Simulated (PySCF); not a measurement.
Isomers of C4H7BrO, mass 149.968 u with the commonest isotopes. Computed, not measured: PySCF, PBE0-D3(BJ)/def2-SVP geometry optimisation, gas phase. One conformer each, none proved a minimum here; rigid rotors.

Task: Order these by out-of-plane moment Σ m c² = (Ia + Ib − Ic)/2, largest first.
A. `[CH3:1][C@H:2]([Br:3])[CH2:4][CH:5]=[O:6]` with C1–C2–C4–C5 -71°, C2–C4–C5–O6 -2°
B. `[CH3:1][C:2](=[O:3])[CH2:4][CH2:5][Br:6]` with C1–C2–C4–C5 180°, C2–C4–C5–Br6 180°
C. `[CH3:1][O:2][C@@H:3]1[CH2:4][C@H:5]1[Br:6]` with C1–O2–C3–C4 155°
D. `[OH:1][CH2:2]/[CH:3]=[CH:4]\[CH2:5][Br:6]` with H–O1–C2–C3 58°, O1–C2–C3–C4 -132°, C3–C4–C5–Br6 -99°

Result: D (22.18 u·Å²), A (17.25 u·Å²), C (12.99 u·Å²), B (4.72 u·Å²).

Task: Order these by dipole moment, smallest first.
A. `[CH3:1][O:2][C@@H:3]1[CH2:4][C@H:5]1[Br:6]` with C1–O2–C3–C4 155°
B. `[OH:1][CH2:2]/[CH:3]=[CH:4]\[CH2:5][Br:6]` with H–O1–C2–C3 58°, O1–C2–C3–C4 -132°, C3–C4–C5–Br6 -99°
C. `[CH3:1][C@H:2]([Br:3])[CH2:4][CH:5]=[O:6]` with C1–C2–C4–C5 -71°, C2–C4–C5–O6 -2°
D. `[CH3:1][C:2](=[O:3])[CH2:4][CH2:5][Br:6]` with C1–C2–C4–C5 180°, C2–C4–C5–Br6 180°

Result: A (1.15 D), C (1.69 D), B (2.11 D), D (2.63 D).

Task: Order these by rotational constant A, smallest first.
A. `[OH:1][CH2:2]/[CH:3]=[CH:4]\[CH2:5][Br:6]` with H–O1–C2–C3 58°, O1–C2–C3–C4 -132°, C3–C4–C5–Br6 -99°
B. `[CH3:1][C@H:2]([Br:3])[CH2:4][CH:5]=[O:6]` with C1–C2–C4–C5 -71°, C2–C4–C5–O6 -2°
C. `[CH3:1][O:2][C@@H:3]1[CH2:4][C@H:5]1[Br:6]` with C1–O2–C3–C4 155°
D. `[CH3:1][C:2](=[O:3])[CH2:4][CH2:5][Br:6]` with C1–C2–C4–C5 180°, C2–C4–C5–Br6 180°

Result: C (5412 MHz), B (5787 MHz), A (6722 MHz), D (8423 MHz).

```tsv
SMILES	point group	Ia (u·Å²)	Ib (u·Å²)	Ic (u·Å²)	κ	μa (D)	μb (D)	μc (D)
OC/C=C\CBr	C1	75.18	646.87	677.68	-0.99	0.59	1.50	1.35
C[C@H](Br)CC=O	C1	87.33	488.04	540.87	-0.96	0.54	0.90	1.33
CC(=O)CCBr	Cs	60.00	657.97	708.53	-0.99	1.48	2.17	0.01
CO[C@@H]1C[C@H]1Br	C1	93.39	462.89	530.30	-0.94	1.08	0.39	0.04
```
